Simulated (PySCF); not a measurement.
C₃H₉OSi, SMILES C[Si](C)(C)[O], multiplicity 2. Atoms are numbered in the order given.

```xyz
14

C      0.9941     0.3534    -1.5449
Si     0.0210    -0.0664     0.0000
C      0.9941     0.3534     1.5449
C     -1.6595     0.7822     0.0000
O     -0.4343    -1.6945     0.0000
H      1.2374     1.4278    -1.5751
H      0.4172     0.1029    -2.4481
H      1.9424    -0.2051    -1.5811
H      0.4172     0.1029     2.4481
H      1.2374     1.4278     1.5751
H      1.9424    -0.2051     1.5811
H     -1.5031     1.8734     0.0000
H     -2.2409     0.5134    -0.8938
H     -2.2409     0.5134     0.8938
```
Charge 0, spin multiplicity 2.

The structure is a stationary point at PBE0-D3(BJ)/def2-SVP. The isomer is the one that the SMILES or the coordinates give; other isomers of the formula were not compared.

Calculation: PBE0-D3(BJ)/def2-SVP in PySCF.

Frequencies are harmonic and unscaled.

```json
[
 {"mode": "1", "ν (cm⁻¹)": "129", "IR (km/mol)": "0.0", "moving atoms (share of kinetic energy)": "H 100 %"},
 {"mode": "2", "ν (cm⁻¹)": "145", "IR (km/mol)": "0.0", "moving atoms (share of kinetic energy)": "H 86 %, C 11 %"},
 {"mode": "3", "ν (cm⁻¹)": "154", "IR (km/mol)": "0.1", "moving atoms (share of kinetic energy)": "H 97 %"},
 {"mode": "4", "ν (cm⁻¹)": "171", "IR (km/mol)": "0.3", "moving atoms (share of kinetic energy)": "H 38 %, C 35 %, O 27 %"},
 {"mode": "5", "ν (cm⁻¹)": "191", "IR (km/mol)": "1.0", "moving atoms (share of kinetic energy)": "C 47 %, H 32 %, O 21 %"},
 {"mode": "6", "ν (cm⁻¹)": "227", "IR (km/mol)": "0.6", "moving atoms (share of kinetic energy)": "H 37 %, C 28 %, Si 23 %, O 12 %"},
 {"mode": "7", "ν (cm⁻¹)": "236", "IR (km/mol)": "5.0", "moving atoms (share of kinetic energy)": "C 30 %, H 27 %, Si 22 %, O 21 %"},
 {"mode": "8", "ν (cm⁻¹)": "241", "IR (km/mol)": "13.7", "moving atoms (share of kinetic energy)": "O 29 %, C 27 %, H 23 %, Si 22 %"},
 {"mode": "9", "ν (cm⁻¹)": "607", "IR (km/mol)": "0.1", "moving atoms (share of kinetic energy)": "C 69 %, H 22 %"},
 {"mode": "10", "ν (cm⁻¹)": "665", "IR (km/mol)": "2.0", "moving atoms (share of kinetic energy)": "H 76 %, C 22 %"},
 {"mode": "11", "ν (cm⁻¹)": "676", "IR (km/mol)": "0.4", "moving atoms (share of kinetic energy)": "H 84 %, C 16 %"},
 {"mode": "12", "ν (cm⁻¹)": "687", "IR (km/mol)": "0.1", "moving atoms (share of kinetic energy)": "H 66 %, C 28 %"},
 {"mode": "13", "ν (cm⁻¹)": "706", "IR (km/mol)": "14.0", "moving atoms (share of kinetic energy)": "H 29 %, C 29 %, Si 23 %, O 18 %"},
 {"mode": "14", "ν (cm⁻¹)": "729", "IR (km/mol)": "12.5", "moving atoms (share of kinetic energy)": "H 40 %, C 38 %, Si 23 %"},
 {"mode": "15", "ν (cm⁻¹)": "780", "IR (km/mol)": "12.9", "moving atoms (share of kinetic energy)": "H 45 %, O 29 %, C 18 %, Si 8 %"},
 {"mode": "16", "ν (cm⁻¹)": "848", "IR (km/mol)": "72.5", "moving atoms (share of kinetic energy)": "H 61 %, C 23 %, Si 15 %"},
 {"mode": "17", "ν (cm⁻¹)": "855", "IR (km/mol)": "107.6", "moving atoms (share of kinetic energy)": "H 57 %, C 22 %, Si 21 %"},
 {"mode": "18", "ν (cm⁻¹)": "902", "IR (km/mol)": "117.5", "moving atoms (share of kinetic energy)": "Si 36 %, H 35 %, O 15 %, C 14 %"},
 {"mode": "19", "ν (cm⁻¹)": "1239", "IR (km/mol)": "16.6", "moving atoms (share of kinetic energy)": "H 79 %, C 21 %"},
 {"mode": "20", "ν (cm⁻¹)": "1252", "IR (km/mol)": "21.4", "moving atoms (share of kinetic energy)": "H 77 %, C 23 %"},
 {"mode": "21", "ν (cm⁻¹)": "1263", "IR (km/mol)": "17.6", "moving atoms (share of kinetic energy)": "H 79 %, C 21 %"},
 {"mode": "22", "ν (cm⁻¹)": "1411", "IR (km/mol)": "0.0", "moving atoms (share of kinetic energy)": "H 95 %"},
 {"mode": "23", "ν (cm⁻¹)": "1419", "IR (km/mol)": "0.5", "moving atoms (share of kinetic energy)": "H 95 %"},
 {"mode": "24", "ν (cm⁻¹)": "1425", "IR (km/mol)": "1.4", "moving atoms (share of kinetic energy)": "H 95 %"},
 {"mode": "25", "ν (cm⁻¹)": "1426", "IR (km/mol)": "2.5", "moving atoms (share of kinetic energy)": "H 96 %"},
 {"mode": "26", "ν (cm⁻¹)": "1430", "IR (km/mol)": "6.8", "moving atoms (share of kinetic energy)": "H 96 %"},
 {"mode": "27", "ν (cm⁻¹)": "1442", "IR (km/mol)": "12.4", "moving atoms (share of kinetic energy)": "H 96 %"},
 {"mode": "28", "ν (cm⁻¹)": "3054", "IR (km/mol)": "3.7", "moving atoms (share of kinetic energy)": "H 97 %"},
 {"mode": "29", "ν (cm⁻¹)": "3056", "IR (km/mol)": "1.8", "moving atoms (share of kinetic energy)": "H 97 %"},
 {"mode": "30", "ν (cm⁻¹)": "3059", "IR (km/mol)": "2.2", "moving atoms (share of kinetic energy)": "H 97 %"},
 {"mode": "31", "ν (cm⁻¹)": "3156", "IR (km/mol)": "0.5", "moving atoms (share of kinetic energy)": "H 91 %, C 9 %"},
 {"mode": "32", "ν (cm⁻¹)": "3158", "IR (km/mol)": "5.7", "moving atoms (share of kinetic energy)": "H 91 %, C 9 %"},
 {"mode": "33", "ν (cm⁻¹)": "3164", "IR (km/mol)": "1.4", "moving atoms (share of kinetic energy)": "H 91 %, C 9 %"},
 {"mode": "34", "ν (cm⁻¹)": "3169", "IR (km/mol)": "2.1", "moving atoms (share of kinetic energy)": "H 91 %, C 9 %"},
 {"mode": "35", "ν (cm⁻¹)": "3169", "IR (km/mol)": "4.2", "moving atoms (share of kinetic energy)": "H 91 %, C 9 %"},
 {"mode": "36", "ν (cm⁻¹)": "3184", "IR (km/mol)": "1.9", "moving atoms (share of kinetic energy)": "H 91 %, C 9 %"}
]
```
